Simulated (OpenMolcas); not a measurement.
Pr4+ with 6 ligands (oxide) in trigonal prismatic coordination (D3h), a polar angle of 50.6° against the regular 49.1°. A charge of +1.33 e stands 2.8 Å behind each ligand. Ligand basis ANO-RCC-VDZP.

```json
{
 "Program": "OpenMolcas 26.06",
 "Method": "CASSCF",
 "Basis": "ANO-RCC-VDZP [7s6p4d2f1g]",
 "Scalar Hamiltonian": "DKH2, point nucleus",
 "Active space": "1 electron in 7 orbitals (4f)",
 "State averaging": "2S+1 = 2 odd, 7 roots",
 "Spin-orbit coupling": "RASSI with atomic mean-field integrals over the reference wave functions"
}
```

All ligands move together. At R = 2.23 Å the width of the lowest J multiplet is 1236 cm-1, and at R = 2.35 Å it is 1053 cm-1.

Q: A third run gives 1402 cm-1. What distance was it run at?

A: With a power law R^-n the two known points give n = -ln(1053 / 1236) / ln(2.35 / 2.23) = 3.06. Then R = 2.23 × (1236 / 1402)^(1/3.06) = 2.140 Å. The run was at 2.14 Å, so the estimate is off by 0 Å.

The oxide ions are held by bare point charges, a crude embedding. No measured value stands beside these numbers; the geometry is a model, was not optimised and need not be the one that this ion takes.
